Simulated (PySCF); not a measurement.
**Relaxation of quartet RuO2F**

These are results of UPBE0 in PySCF with Ru def2-TZVP with ECP28, O def2-TZVP, F def2-TZVP; scalar-relativistic core potentials, no spin–orbit coupling; density-fitted integrals, not measurements. A (50,194) grid was used.

A hand-made trigonal planar start, of C2v symmetry, held to at least that symmetry:

```xyz
4
charge 0 multiplicity 4, angstrom
Ru   -0.0560    0.0000    0.0000
O    -0.9110    1.4809    0.0000
O    -0.9110   -1.4809    0.0000
F     1.8340    0.0000    0.0000
```

Optimiser trace:
```json
{"step": "0", "E − E(last) (kJ/mol)": "13.11", "largest gradient (Eh/bohr)": "0.02945"}
{"step": "1", "E − E(last) (kJ/mol)": "1.40", "largest gradient (Eh/bohr)": "0.01209"}
{"step": "2", "E − E(last) (kJ/mol)": "0.09", "largest gradient (Eh/bohr)": "0.00461"}
{"step": "3", "E − E(last) (kJ/mol)": "0.00", "largest gradient (Eh/bohr)": "0.00043"}
{"step": "4", "E − E(last) (kJ/mol)": "0.00", "largest gradient (Eh/bohr)": "0.00002"}
```

It ends at C2v with Ru–F 1.845 Å, Ru–O 1.680 Å (×2); F–Ru–O 123.7° (×2), O–Ru–O 112.6°. A frequency run shows a minimum. Other isomers or separated fragments may lie lower.

Final geometry:
Coordinates in bohr (charge 0 multiplicity 4):
```
Ru   -0.0646    0.0000    0.0000
O    -1.8268    2.6406    0.0000
O    -1.8268   -2.6406    0.0000
F     3.4228    0.0000    0.0000
```

With open d or f shells other occupations or spin states may lie lower.

The relaxation took 15 s on 4 threads of a shared Arm Neoverse V1 host, with 133 basis functions and 5 gradients; the process peaked at 0.75 GiB.
